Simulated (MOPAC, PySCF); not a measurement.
CH3ClO2Si, SMILES `C([SiH2]Cl)(=O)O` (Si–C–O–H torsion -180°, O–C–Si–Cl torsion 179°), neutral singlet in the gas phase. 

Cartesian coordinates (Å):
```xyz
8

O      1.3492    -1.2303     0.4314
C      0.8029    -0.1975     0.1425
O      1.4518     0.9581    -0.0252
Si    -1.0965    -0.1923    -0.0962
Cl    -1.8311     1.6588    -0.5552
H      2.3955     0.7854     0.1282
H     -1.6846    -0.6552     1.1777
H     -1.3871    -1.1271    -1.2031
```
Charge 0, spin multiplicity 1.

All levels are single points at this geometry (PBE0-D4/def2-TZVP); Pople sets use spherical d functions. Orbital energies aren't observables, and empty levels follow the basis.

PBE/6-31G* in PySCF gives HOMO (eV) = -6.39.

Q: Estimate the HOMO (eV) from each of these levels: PBE-D3(BJ)/def2-TZVP in PySCF; PBE0-D4/def2-TZVP in PySCF; B3LYP/3-21G in PySCF; B3LYP/6-311+G** in PySCF; B3LYP/6-31G* in PySCF; B3LYP/LANL2DZ in PySCF; BP86/6-31G* in PySCF; M06-2X/6-31G* in PySCF; SVWN5/6-31G* in PySCF; HF/3-21G in PySCF; HF/6-31G* in PySCF; PM3 in MOPAC.

A: 
```json
[
 {"level": "PBE-D3(BJ)/def2-TZVP in PySCF", "HOMO (eV)": "-6.65"},
 {"level": "PBE0-D4/def2-TZVP in PySCF", "HOMO (eV)": "-8.14"},
 {"level": "B3LYP/3-21G in PySCF", "HOMO (eV)": "-7.57"},
 {"level": "B3LYP/6-311+G** in PySCF", "HOMO (eV)": "-8.05"},
 {"level": "B3LYP/6-31G* in PySCF", "HOMO (eV)": "-7.66"},
 {"level": "B3LYP/LANL2DZ in PySCF", "HOMO (eV)": "-8.06"},
 {"level": "BP86/6-31G* in PySCF", "HOMO (eV)": "-6.51"},
 {"level": "M06-2X/6-31G* in PySCF", "HOMO (eV)": "-9.41"},
 {"level": "SVWN5/6-31G* in PySCF", "HOMO (eV)": "-6.55"},
 {"level": "HF/3-21G in PySCF", "HOMO (eV)": "-11.76"},
 {"level": "HF/6-31G* in PySCF", "HOMO (eV)": "-11.81"},
 {"level": "PM3 in MOPAC", "HOMO (eV)": "-10.17"}
]
```
